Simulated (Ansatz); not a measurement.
Basis sets compared for Na7S3⁺. Total charge 1; singlet. Geometry r2SCAN-D4/def2-SVP. Ansatz on 4 threads of Arm Neoverse N1 on a shared host; times are rough, and most runs start from earlier orbitals.

```xyz
10

Na   -1.6983   -2.1955   -3.7785
Na    0.4569    1.1671    2.8954
Na   -2.7137   -1.5671    0.3658
Na    0.4779   -1.2840    0.7876
Na    3.8662    2.5696    0.6565
Na   -1.0503    1.1842    0.0377
Na    1.3539    0.2462   -1.9630
S    -0.9153   -1.0737   -1.6782
S    -1.5363   -0.2741    2.2220
S     1.7590    1.2273    0.4547
```

Another isomer (singlet) lies 0.09 eV lower at PBE0-D4/def2-TZVP; other spin states weren't run for this one.

| level | functions | energy (Eh) | HOMO (eV) | LUMO (eV) | wall time |
| --- | --- | --- | --- | --- | --- |
| PBE-D4/def2-SVP | 159 | -2328.7822 | -5.90 | -4.56 | 8 s |
| PBE0-D4/def2-SVP | 159 | -2328.9932 | -6.67 | -3.97 | 11 s |

(1) Estimate the rows for PBE-D4/def2-TZVP (with forces), PBE0-D4/def2-TZVP.

Results:

(1) 
```csv
level,functions,energy (Eh),HOMO (eV),LUMO (eV),wall time
PBE-D4/def2-TZVP (with forces),335,-2329.5920,-6.00,-4.61,19 s
PBE0-D4/def2-TZVP,335,-2329.7924,-6.80,-4.00,38 s
```
